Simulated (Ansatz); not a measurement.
C2H4FNOSi can be A, `FC1([SiH3])N=CO1`, or B, `O[SiH]1CN=C1F`.

Program: Ansatz. Geometries: PBE0-D4/def2-TZVP. ΔE: electronic, gas phase. CCSD(T)/CBS adds triple-zeta CCSD(T) − MP2 to the extrapolated MP2 energy (def2 sets, frozen cores). DFT in def2-TZVPP. B3LYP here is the variant with VWN-RPA as its local correlation; programs differ in this. Each species was taken in one conformer, which may not be the lowest.

(1) Which isomer does CCSD(T)/CBS put lower? Give the gap. (Estimate.)

(2) Give E(B) − E(A) in kJ/mol with B2PLYP, CCSD(T)/def2-TZVPP, PBE0-D4, ωB97M-V, PBE-D4, HF/def2-TZVPP, B3LYP-D4. (Best estimate.)

Largest T1 diagnostic: 0.015.

Results:

(1) Ansatz gave: B, by 218.8 kJ/mol.

(2) The calculation gave: B2PLYP -216.2, CCSD(T)/def2-TZVPP -211.5, PBE0-D4 -211.2, ωB97M-V -213.5, PBE-D4 -203.2, HF/def2-TZVPP -212.6, B3LYP-D4 -213.0. None reverses the order clearly.

From PBE to PBE0 (25 % exact exchange), in def2-TZVPP and without D4, E(B) − E(A) moves by −7.9 kJ/mol.
